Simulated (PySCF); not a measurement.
One of the candidates below gave these computed data.

All candidates are C7H9N3.

- 13C NMR: chemical shifts (computed TMS as zero) by class: 187.0 (1 C), 182.0 (1 C), 172.0 (1 C), 28.6 (1 C), 21.8 (1 C), 16.2 (2 C) ppm [GIAO PBE0/pcSseg-1]
- Rotational structure: rotational constants A, B, C: 3.421, 0.906, 0.762 GHz [GFN2-xTB]
- NMR, other nuclei: isotropic shieldings of nuclei other than C and H, by class: -41 (1 N), -37 (1 N), -21 (1 N) ppm [GIAO PBE0/pcSseg-1]
- Dipole: 0.92 D [PBE0/pcSseg-1]
- 1H NMR: chemical shifts (computed TMS as zero) by class: 8.98 (1 H), 2.80 (3 H), 2.24 (1 H), 1.32 (2 H), 1.16 (2 H) ppm [GIAO PBE0/pcSseg-1]

Gas-phase values; electronic properties from PySCF, density fitting. Levels stand in brackets. The structure is a single GFN2-xTB conformer in the gas phase; no vibrational or solvent corrections. NMR classes are plain means over equivalent atoms (diastereotopic ones count apart unless rotation or inversion swaps them), as if these changed places fast.

**Question.** Which candidate is it?
A. `C=Cn1nncc1C1CC1`
B. `CCCn1nccc1C#N`
C. `C#Cc1nncn1CCC`
D. `Cc1ncnc(C2CC2)n1`

**Answer.** D. It is `Cc1ncnc(C2CC2)n1`. Numbering: `[CH3:1][c:2]1[n:3][cH:4][n:5][c:6]([CH:7]2[CH2:8][CH2:9]2)[n:10]1`. Its formula, C7H9N3, gives 5 degrees of unsaturation: 2 rings and 3 π bonds in the structure found (Kekulé form). 7 carbons fall into 6 classes; from least to most shielded: substituted aromatic carbon [C6] (187.0 ppm), substituted aromatic carbon [C2] (182.0 ppm), aromatic CH next to a ring nitrogen [C4] (172.0 ppm), benzylic-type carbon [C1] (28.6 ppm), benzylic-type carbon [C7] (21.8 ppm), three-membered-ring carbon [C8/C9] (16.2 ppm, 2 C). Hydrogen classes from least to most shielded: 1 H on an aromatic CH next to a ring nitrogen, C4 (8.98 ppm), 3 H on a benzylic-type carbon, C1 (2.80 ppm), 1 H on a benzylic-type carbon, C7 (2.24 ppm), 2 H on 2 three-membered-ring carbons, C8/C9 (1.32 ppm), 2 H on 2 three-membered-ring carbons, C8/C9 (1.16 ppm). The other shieldings belong to: -41 ppm, pyridine-type nitrogen [N10]; -37 ppm, pyridine-type nitrogen [N3]; -21 ppm, pyridine-type nitrogen [N5]. By its constants the optimised geometry is an asymmetric top.

The others, at the same levels:
- `C#Cc1nncn1CCC` fails: it has 7 carbon classes against 6; its computed 13C shifts are 146.8 (1 C), 142.2 (1 C), 95.6 (1 C), 76.9 (1 C), 48.3 (1 C), 27.9 (1 C), 12.9 (1 C) ppm, 1H shifts are 7.77 (1 H), 4.05 (2 H), 3.24 (1 H), 1.77 (2 H), 0.87 (3 H) ppm and rotational constant A is 1.690 GHz (against 3.421 GHz).
- `C=Cn1nncc1C1CC1` fails: its computed 13C shifts are 147.8 (1 C), 131.9 (1 C), 130.4 (1 C), 110.8 (1 C), 15.7 (2 C), 8.1 (1 C) ppm, 1H shifts are 7.25 (1 H), 7.08 (1 H), 7.05 (1 H), 5.40 (1 H), 1.58 (1 H), 1.24 (2 H), 0.78 (2 H) ppm and rotational constant A is 2.448 GHz (against 3.421 GHz).
- `CCCn1nccc1C#N` fails: it has 7 carbon classes against 6; its computed 13C shifts are 141.5 (1 C), 123.6 (1 C), 118.1 (1 C), 116.9 (1 C), 55.2 (1 C), 29.8 (1 C), 13.4 (1 C) ppm, 1H shifts are 7.60 (1 H), 7.04 (1 H), 4.42 (2 H), 1.83 (2 H), 0.89 (3 H) ppm and rotational constant A is 1.686 GHz (against 3.421 GHz).

Each candidate is one conformer, not necessarily the lowest. The conformers computed, where there is a choice (atom-mapped SMILES and torsion angles):
- `[CH3:1][c:2]1[n:3][cH:4][n:5][c:6]([CH:7]2[CH2:8][CH2:9]2)[n:10]1`: N5–C6–C7–C8 34°
- `[CH:1]#[C:2][c:3]1[n:4][n:5][cH:6][n:7]1[CH2:8][CH2:9][CH3:10]`: C6–N7–C8–C9 -98°, N7–C8–C9–C10 64°
- `[CH2:1]=[CH:2][n:3]1[n:4][n:5][cH:6][c:7]1[CH:8]1[CH2:9][CH2:10]1`: C1–C2–N3–N4 -4°, C6–C7–C8–C9 38°
- `[CH3:1][CH2:2][CH2:3][n:4]1[n:5][cH:6][cH:7][c:8]1[C:9]#[N:10]`: C1–C2–C3–N4 66°, C2–C3–N4–N5 -98°
